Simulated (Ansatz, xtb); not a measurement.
# C5H5BO2: which of two isomers lies lower

Structure I: `CC#CC#CB(O)O`, a singlet. Structure II: `C#CC#CCB(O)O`, a singlet. Both are isolated molecules in the gas phase, relaxed with B3LYP/def2-SVP; the shapes shown needn't be the lowest conformers.

I (Å):

```xyz
13

C     0.9043    3.5323    0.8879
C     0.7595    2.2031    0.3150
C     0.6374    1.0880   -0.1659
C     0.5007   -0.1636   -0.7058
C     0.3784   -1.2834   -1.1888
B     0.2253   -2.6882   -1.7954
O     0.3123   -3.7580   -0.9498
O     0.0120   -2.7787   -3.1419
H     1.5109    4.1834    0.2362
H     1.3947    3.4920    1.8750
H    -0.0786    4.0148    1.0210
H     0.2119   -4.6239   -1.3630
H    -0.0794   -3.6740   -3.4893
```

II (Å):

```yaml
atoms:
  - { symbol: C, position_ang: [-0.6787, -4.0251, 1.1676] }
  - { symbol: C, position_ang: [-1.0581, -2.8675, 1.1467] }
  - { symbol: C, position_ang: [-1.4816, -1.5615, 1.1272] }
  - { symbol: C, position_ang: [-1.8744, -0.4049, 1.0952] }
  - { symbol: C, position_ang: [-2.2817, 0.9890, 1.1140] }
  - { symbol: B, position_ang: [-1.4158, 1.9044, 2.1037] }
  - { symbol: O, position_ang: [-1.7439, 3.2206, 2.1743] }
  - { symbol: O, position_ang: [-0.3911, 1.4227, 2.8556] }
  - { symbol: H, position_ang: [-0.3471, -5.0461, 1.1830] }
  - { symbol: H, position_ang: [-2.2180, 1.4263, 0.1002] }
  - { symbol: H, position_ang: [-3.3445, 1.0795, 1.4061] }
  - { symbol: H, position_ang: [-1.1782, 3.7057, 2.7906] }
  - { symbol: H, position_ang: [-0.2426, 0.4746, 2.7296] }
```

**Question.** Estimate E(II) − E(I) at the level CCSD(T)/def2-SVP + ΔMP2/def2-TZVPP.

**Answer.** Calculated at CCSD(T)/def2-SVP + ΔMP2/def2-TZVPP: E(II) − E(I) = +4.5 kcal/mol, so structure I lies lower.

The same difference at several levels:

| level | geometry | E(II) − E(I) (kcal/mol) | departure from the last row (kcal/mol) | job, with rough time for the two |
| --- | --- | --- | --- | --- |
| GFN2-xTB | GFN2-xTB | +5.6 | +1.1 | optimisation, 0.27 s |
| HF/STO-3G | GFN2-xTB | +9.1 | +4.6 | single point, 0.28 s |
| r2SCAN-D4/def2-SVP | GFN2-xTB | +5.8 | +1.2 | single point, 2.6 s |
| B3LYP/def2-SVP | B3LYP/def2-SVP | +6.3 | +1.8 | optimisation, 28 s |
| HF/def2-SVP | B3LYP/def2-SVP | +5.4 | +0.8 | part of the CCSD(T) run |
| MP2/def2-SVP | B3LYP/def2-SVP | +5.2 | +0.7 | part of the CCSD(T) run |
| CCSD(T)/def2-SVP | B3LYP/def2-SVP | +4.9 | +0.4 | single point |
| CCSD(T)/def2-SVP + ΔMP2/def2-TZVPP | B3LYP/def2-SVP | +4.5 |  | single point, 52 s |

As drawn, both hold the same kinds of bond in the same numbers. Structure I has 1 methyl group, II 0.

None of the levels shown reverses the order. The largest departure from CCSD(T)/def2-SVP + ΔMP2/def2-TZVPP is that of HF/STO-3G, 4.6 kcal/mol. The last row adds to CCSD(T) the change of the MP2 difference between the two basis sets, here −0.4 kcal/mol.

With thermal terms from frequencies at re-optimised GFN2-xTB minima (ideal gas, soft modes damped towards free rotors, one conformer each, 298.15 K, 1 atm): the zero-point term adds −0.4 kcal/mol; ΔH is +3.9 and ΔG +5.1 kcal/mol.

The correlated steps freeze 8 core orbitals. Codes used: Ansatz 0.2.0, xtb 6.7.1; the last row on 4 threads of Arm Neoverse V2 on a shared host.
